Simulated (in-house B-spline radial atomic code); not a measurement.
Binding energies in Zn3+

NIST's tabulated ground configuration is [Ar] 3d9; each binding energy is the energy of the ion with one electron taken from that subshell, relaxed, less that of the parent. Computed with a B-spline radial code for spherical atoms: Dirac-Hartree-Fock, average of configuration, Fermi nucleus of rms radius 3.9283 fm. Energies include first-order Breit, QED and recoil terms.

```tsv
subshell	X-ray name	binding energy (eV)	-ε (eV)	relaxation (eV)
1s	K	9713.8	9777.7	45.8
2s	L1	1253.7	1277.0	21.8
2p1/2	L2	1099.3	1124.5	23.7
2p3/2	L3	1075.9	1100.3	23.4
3s	M1	194.7	199.7	4.8
3p1/2	M2	144.7	149.4	4.5
3p3/2	M3	141.6	146.1	4.4
3d	M4,5	59.03	62.79	3.77
```

Relaxation = -ε minus the binding energy without Breit, QED and recoil terms.

Emission lines follow as differences of binding energies, with λ = 12398.42 eV·Å / E:

```json
{"line": "K-L3", "holes": "1s → 2p3/2", "energy (eV)": "8637.9", "wavelength (Å)": "1.4354"}
{"line": "K-L2", "holes": "1s → 2p1/2", "energy (eV)": "8614.5", "wavelength (Å)": "1.4393"}
{"line": "K-M3", "holes": "1s → 3p3/2", "energy (eV)": "9572.2", "wavelength (Å)": "1.2953"}
{"line": "L1-M3", "holes": "2s → 3p3/2", "energy (eV)": "1112.1", "wavelength (Å)": "11.149"}
{"line": "L3-M1", "holes": "2p3/2 → 3s", "energy (eV)": "881.2", "wavelength (Å)": "14.07"}
```

(1) What screening constant σ does Moseley's law, E = (3/4)·13.6057 eV·(Z - σ)², need for K-L3?

(2) What does it cost to remove both a 1s and a 3d electron?

(3) What does it cost to remove both a 1s and a 3p1/2 electron?

(4) What does it cost to remove both a 3s and a 3p1/2 electron?

Results:

(1) σ = 0.91.

(2) 9800 eV, which is 27.25 eV more than the two single binding energies together.

(3) 9891.8 eV, which is 33.39 eV more than the two single binding energies together.

(4) 362.9 eV, which is 23.48 eV more than the two single binding energies together.
